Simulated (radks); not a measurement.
Results of a calculation; reference values are marked as such.
The holmium ion Ho2+ inside a hard spherical wall (all orbitals vanish at R), configuration held at [Xe] 4f11 and not refilled when levels cross. Code: a radial shooting solver on a logarithmic mesh with Libxc functionals. Model: scalar-relativistic Kohn-Sham, PBE, spin-polarised, spherical densities, point nucleus; open shells are filled with parallel spins first (spin-orbit coupling, left out, can overturn this in heavy ions). Eigenvalues in eV for spin up, with the zero of energy where the potential of the charges vanishes at infinity; a dash marks a level that is unbound or too diffuse for the functional's potential to be trusted. A positive occupied level is held by the wall or, in an anion where self-interaction has pushed it up, behind a barrier. The pressure on the wall is -dE/dV.

| R (bohr) | E (hartree) | kinetic (hartree) | e(4d) | e(5s) | e(5p) | e(4f) | e(6s, empty) | e(5d, empty) | pressure (GPa) |
|---|---|---|---|---|---|---|---|---|---|
| free | -12615.7436 | 13645.406 | -174.39 | -65.253 | -40.505 | -18.274 | -14.768 | -13.670 | 0 |
| 20 | -12615.7436 | 13645.406 | -174.39 | -65.253 | -40.505 | -18.274 | -14.768 | -13.670 | < 0.0001 |
| 15 | -12615.7436 | 13645.406 | -174.39 | -65.253 | -40.505 | -18.274 | -14.768 | -13.670 | < 0.0001 |
| 7 | -12615.7436 | 13645.407 | -174.39 | -65.247 | -40.501 | -18.267 | -14.635 | -13.634 | 0.00572 |
| 5 | -12615.7399 | 13645.442 | -174.19 | -65.107 | -40.374 | -18.084 | -12.726 | -13.046 | 0.782 |
| 3.5 | -12615.6090 | 13646.451 | -171.69 | -63.276 | -38.487 | -15.717 | 0.391 | -8.469 | 64.9 |
| 2.5 | -12613.9224 | 13655.937 | -158.41 | -52.774 | -26.061 | -3.019 | 53.370 | 11.883 | 1840 |
| 2 | -12608.4717 | 13680.235 | -135.67 | -30.283 | 1.428 | 19.463 | 146.96 | 50.334 | 12200 |
